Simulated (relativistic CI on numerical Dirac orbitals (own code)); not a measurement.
# Energy levels of Sm³⁺

Computed by Dirac-Coulomb-Breit CI, KLI orbitals optimised for each configuration, model QED (radiative potential, 1s self-energy scaled to tabulated hydrogen-like ionisation energies), valence Slater integrals scaled by 0.85, P86 correlation energy added to each configuration (own radial code, finite nucleus).

Configurations in the expansion (outside the closed core [Xe]): 4f⁵, 4f⁴5d, 4f⁴6s, 4f⁴6p, 4f⁴7s, 4f⁴7p, 4f³6s². Levels of other configurations are missing.

The lowest level is 4f⁵ ⁶H°5/2, with 96 % of that term; Hund's rules for 4f⁵ give ⁶H° with J = 5/2, in agreement.

```
No.  Configuration  Term     J  E (cm⁻¹)   %  Next component (%)  Lifetime (s)
  1            4f⁵   ⁶H°   5/2       0.0  96               4 ⁴G°              
  2            4f⁵   ⁶H°   7/2    1024.0  97               3 ⁴G°      1.10e+01
  3            4f⁵   ⁶H°   9/2    2219.1  98               1 ⁴G°      5.49e+00
  4            4f⁵   ⁶H°  11/2    3532.3  98               1 ⁴I°      4.37e+00
  5            4f⁵   ⁶H°  13/2    4921.8  97               2 ⁴I°      4.74e+00
  6            4f⁵   ⁶H°  15/2    6351.9  95               4 ⁴I°      7.75e+00
  7            4f⁵   ⁶F°   1/2    6800.4  97               3 ⁴D°              
  8            4f⁵   ⁶F°   3/2    7033.2  95               3 ⁴D°      1.07e+02
  9            4f⁵   ⁶F°   5/2    7521.4  94               4 ⁴F°      2.53e+01
 10            4f⁵   ⁶F°   7/2    8390.0  95               4 ⁴F°      1.25e+01
 11            4f⁵   ⁶F°   9/2    9582.7  96               2 ⁴F°      8.24e+00
 12            4f⁵   ⁶F°  11/2   10993.8  98               2 ⁴G°      9.57e+00
 13            4f⁵   ⁴G°   5/2   17468.2  49              36 ⁴F°      1.23e-01
 14            4f⁵   ⁴F°   3/2   18030.8  96               2 ⁶F°      2.47e-01
 15            4f⁵   ⁴M°  15/2   18849.5  79               9 ²L°      3.54e+00
 16            4f⁵   ⁴G°   7/2   19507.1  58              32 ⁴F°      1.41e-01
 17            4f⁵   ⁴I°   9/2   19698.2  95               3 ²H°      3.11e-01
 18            4f⁵   ⁴I°  11/2   20160.6  72              25 ⁴K°      2.18e-01
 19            4f⁵   ⁴M°  17/2   20557.5  88               7 ⁴L°      5.17e+00
 20            4f⁵   ⁴I°  13/2   20642.4  52              29 ⁴K°      2.15e-01
 21            4f⁵   ⁴F°   5/2   21612.0  53              40 ⁴G°      1.25e-01
 22            4f⁵   ⁴I°  15/2   21810.3  54              20 ⁴K°      1.76e-01
 23            4f⁵   ⁴M°  19/2   22027.5  92               6 ⁴L°      6.82e+00
 24            4f⁵   ⁴G°   9/2   22143.0  72              21 ⁴F°      1.81e-01
 25            4f⁵   ⁴M°  21/2   23232.8  94               5 ²N°              
 26            4f⁵   ⁴L°  13/2   23697.2  63              30 ⁴I°              
 27            4f⁵   ⁴K°  11/2   24018.0  72              26 ⁴I°              
 28            4f⁵   ⁴F°   7/2   24214.9  58              34 ⁴G°              
 29            4f⁵   ⁴L°  15/2   24578.0  53              21 ⁴K°              
 30            4f⁵   ⁴D°   5/2   24871.8  37              29 ⁴P°
```

Energies count from the lowest computed level; ° marks odd parity; lifetimes are radiative, by E1, M1, E2 decay to levels of this space only; some are left blank where a channel outside the calculation adds to the decay or the decay crosses a small, uncertain gap.

The mean weight of the leading LS term, summed over parents, in these 30 levels is 80 %, and that of the leading jj configuration (from the same eigenvectors) 48 %, so LS coupling describes them better.

Correlation outside the listed configurations is missing or only estimated: errors of thousands of cm⁻¹ between configurations and terms are usual at this charge. Rates and lifetimes follow the computed energies and can be off by large factors. The fine structure of a lone outer electron comes out too small, for d and f at times inverted, and misplaced configurations move strength between like terms.

Landé's interval rule says that E(J) − E(J−1) = AJ with one A. For the ground term the intervals give A = 292.6, 265.6, 238.8, 213.8, 190.7 cm⁻¹ for J = 7/2, 9/2, 11/2, 13/2, 15/2; the multiplet is regular.

LS names give the leading component of a level, which can be under half, so a name can repeat, a term be missing and a line seem to break the LS rules.
